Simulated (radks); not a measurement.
Ni, 28 electrons, occupied as [Ar] 3d6 4s2 4p2 (not the ground configuration). Calculated with a radial shooting solver on a logarithmic mesh with Libxc functionals: Dirac Kohn-Sham, RPBE, spin-unpolarised, spherical densities, finite nucleus; open shells fill j = l - 1/2 first; Fermi nuclear charge, rms radius 3.7757 fm. Some entries of the table are withheld. Estimate them.

orbital  occ.  eigenvalue (hartree)  <r^2> (bohr^2)  <1/r> (bohr^-1)
1s1/2       2             -302.4062        0.003934            28.10
2s1/2       2             -36.79612             (1)            6.099
2p1/2       2             -32.17111         0.05585            6.048
2p3/2       4             -31.52936         0.05742            5.922
3s1/2       2              -4.71205          0.6130            1.950
3p1/2       2              -3.29280          0.6685            1.829
3p3/2       4              -3.20825          0.6847            1.800
3d3/2       4              -0.88759          0.9598            1.497
3d5/2       2              -0.87705          0.9691            1.489
4s1/2       2              -0.37140           6.475           0.5534
4p1/2       2              -0.14162           11.39              (2)
4p3/2       0              -0.13708           11.72              (3)

Answer. 
(1) 2s1/2 <r^2> (bohr^2): 0.07070
(2) 4p1/2 <1/r> (bohr^-1): 0.4225
(3) 4p3/2 <1/r> (bohr^-1): 0.4162
